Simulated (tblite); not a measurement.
Isomers of C3H11NOSi3. Computed with GFN2-xTB (tblite): harmonic, unscaled wavenumbers at the GFN2-xTB geometry, gas phase. This tight-binding method is rough: wavenumbers can miss measured ones by several per cent, in bad cases by 10 to 20. Modes of hydrogen on silicon can be 10 to 20 % off. One conformer each.

Electronic energies: GFN2-xTB at the same geometries; isomer energies are rough at this level and their order can be wrong.

```tsv
SMILES	electronic energy, lowest = 0 (kcal/mol)
N#CCCO[SiH]([SiH3])[SiH3]	38.8
C#C[Si@@H](O[SiH3])[SiH2]NC	4.0
CC[Si@H](O[SiH3])[SiH2]C#N	0.0
```

Question: How do GFN2-xTB zero-point energies change the relative energies?

Answer: 
```json
{"SMILES": "CC[Si@H](O[SiH3])[SiH2]C#N", "ZPE (kcal/mol)": "79.4", "of it from modes above 1550 cm⁻¹": "43.9", "electronic (kcal/mol)": "0.0", "with ZPE, lowest = 0 (kcal/mol)": "0.0", "lowest mode (cm⁻¹)": "15", "rings": "0"}
{"SMILES": "C#C[Si@@H](O[SiH3])[SiH2]NC", "ZPE (kcal/mol)": "78.5", "of it from modes above 1550 cm⁻¹": "44.4", "electronic (kcal/mol)": "4.0", "with ZPE, lowest = 0 (kcal/mol)": "3.1", "lowest mode (cm⁻¹)": "5", "rings": "0"}
{"SMILES": "N#CCCO[SiH]([SiH3])[SiH3]", "ZPE (kcal/mol)": "77.5", "of it from modes above 1550 cm⁻¹": "42.2", "electronic (kcal/mol)": "38.8", "with ZPE, lowest = 0 (kcal/mol)": "37.0", "lowest mode (cm⁻¹)": "22", "rings": "0"}
```

The zero-point energies span 1.9 kcal/mol, from `N#CCCO[SiH]([SiH3])[SiH3]` to `CC[Si@H](O[SiH3])[SiH2]C#N`. The order is unchanged.
